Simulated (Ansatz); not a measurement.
Ge₃Te₂. Total charge 0; singlet. Geometry PBE-D4/def2-SVP, basis def2-TZVP, Ansatz.

```
atom    x (Å)    y (Å)    z (Å)
 Ge1   0.4586  -1.3563   0.1002
 Ge2   1.4870   0.6726   1.2782
 Ge3  -0.8706   1.0818   0.3633
 Te4  -2.1527  -1.1525  -0.1973
 Te5   1.0777   0.7544  -1.5444
```

```json
{"run": "A", "HOMO (eV)": "-4.99", "LUMO (eV)": "-4.27"}
{"run": "B", "HOMO (eV)": "-5.88", "LUMO (eV)": "-3.75"}
{"run": "C", "HOMO (eV)": "-8.11", "LUMO (eV)": "-2.12"}
{"run": "D", "HOMO (eV)": "-5.23", "LUMO (eV)": "-4.35"}
{"run": "E", "HOMO (eV)": "-7.69", "LUMO (eV)": "-2.13"}
```

In the def2 sets Te takes a core potential; there is no spin–orbit coupling. LC-ωPBE has ω = 0.4 bohr⁻¹. Another isomer (singlet) lies 0.50 eV lower at PBE0-D4/def2-TZVP; other spin states weren't run for this one.

Q: The runs used LC-ωPBE, PBE, PBE0, r2SCAN, ωB97M-V. Estimate which is which.

A: A PBE (0 % exact exchange); B PBE0 (25 % exact exchange); C LC-ωPBE (range-separated); D r2SCAN (0 % exact exchange); E ωB97M-V (range-separated). Exact exchange lowers occupied and raises empty levels; among semilocal functionals meta-GGAs tend to open the gap a little, and such runs are hard to tell apart. The gap grows from 0.71 eV (PBE) to 5.99 eV (LC-ωPBE). The restricted singlet is unstable towards broken spin symmetry in Hartree–Fock (as tested in another run); at PBE-D4/def2-TZVP, PBE0-D4/def2-TZVP, LC-ωPBE/def2-TZVP, r2SCAN-D4/def2-TZVP and others this wasn't settled.
